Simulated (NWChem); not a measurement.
System: CH6SSi; SMILES CS[SiH3]

Program: NWChem. The geometry was optimised at PBE0/def2-SVP. Level: PBE0/def2-SVP with SMD (1 M gas to 1 M solution), gas-phase geometry. Reactions with the solvent are ignored.

Q: Estimate the computed values for solvent water. Quantities: solvation free energy (kcal/mol); cavity-dispersion-structure term (kcal/mol); dipole in solution (D).

A: 
```
Item                                         Value
-------------------------------------------  -----
solvation free energy (kcal/mol)               0.6
cavity-dispersion-structure term (kcal/mol)    2.9
dipole in solution (D)                        1.97
```
